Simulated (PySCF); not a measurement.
## First hyperpolarisability: SMILES NC1=CC=CB1, C4H6BN

Molfile (atoms numbered from 1):
```
C4H6BN
     RDKit          3D

 12 12  0  0  0  0  0  0  0  0999 V2000
    1.8649   -0.0166   -0.8634 N   0  0  0  0  0  0  0  0  0  0  0  0
    0.6594   -0.0589   -0.2782 C   0  0  0  0  0  0  0  0  0  0  0  0
    0.0702   -1.0638    0.4173 C   0  0  0  0  0  0  0  0  0  0  0  0
   -1.2491   -0.6107    0.8381 C   0  0  0  0  0  0  0  0  0  0  0  0
   -1.5946    0.6611    0.4601 C   0  0  0  0  0  0  0  0  0  0  0  0
   -0.4059    1.1839   -0.3068 B   0  0  0  0  0  0  0  0  0  0  0  0
    2.1650    0.8137   -1.3387 H   0  0  0  0  0  0  0  0  0  0  0  0
    2.5042   -0.7923   -0.8311 H   0  0  0  0  0  0  0  0  0  0  0  0
    0.4732   -2.0443    0.6358 H   0  0  0  0  0  0  0  0  0  0  0  0
   -1.8978   -1.2666    1.4170 H   0  0  0  0  0  0  0  0  0  0  0  0
   -2.5422    1.1118    0.7165 H   0  0  0  0  0  0  0  0  0  0  0  0
   -0.1945    2.2329   -0.8440 H   0  0  0  0  0  0  0  0  0  0  0  0
  1  2  1  0
  2  3  2  0
  3  4  1  0
  4  5  2  0
  5  6  1  0
  6  2  1  0
  1  7  1  0
  1  8  1  0
  3  9  1  0
  4 10  1  0
  5 11  1  0
  6 12  1  0
M  END
```

Computed, not measured: PySCF, quadratic response CAM-B3LYP/def2-TZVPD first hyperpolarisability, Taylor convention, gas phase. Geometry: PBE0-D3(BJ)/def2-TZVP.

Task: What is the first hyperpolarisability, and how does it disperse?

Result: In au, Taylor convention; the vector part is βᵢ = ⅓ Σⱼ (βᵢⱼⱼ + βⱼᵢⱼ + βⱼⱼᵢ); β∥ is 3/5 of the vector part along the dipole, the dipole points from − to +:
| process | λ (nm) | β vector norm | β∥ | β HRS | depolarisation ratio |
| --- | --- | --- | --- | --- | --- |
| static β(0;0,0) | ∞ | 775.8 | 455.2 | 307.1 | 5.91 |
| second harmonic β(−2ω;ω,ω) | 1907 | 1578.0 | 905.9 | 628.4 | 4.80 |
| Pockels β(−ω;ω,0) | 1907 | 907.6 | 530.5 | – | – |
| Pockels β(−ω;ω,0) | 1064 | 1615.4 | 923.4 | – | – |

Second harmonics within 0.3 eV of the first excitation or beyond it are left out.

Task: Which lowest excitations, dipole and polarisabilities go with it?

Result: S1 1.63 eV (f = 0.015); S2 4.53 eV (f = 0.002); S3 4.71 eV (f = 0.000); dipole 2.67 D; isotropic α 73.6 au static, 74.7 au at 1907 nm, 79.0 au at 1064 nm, 82.2 au at 953.5 nm.
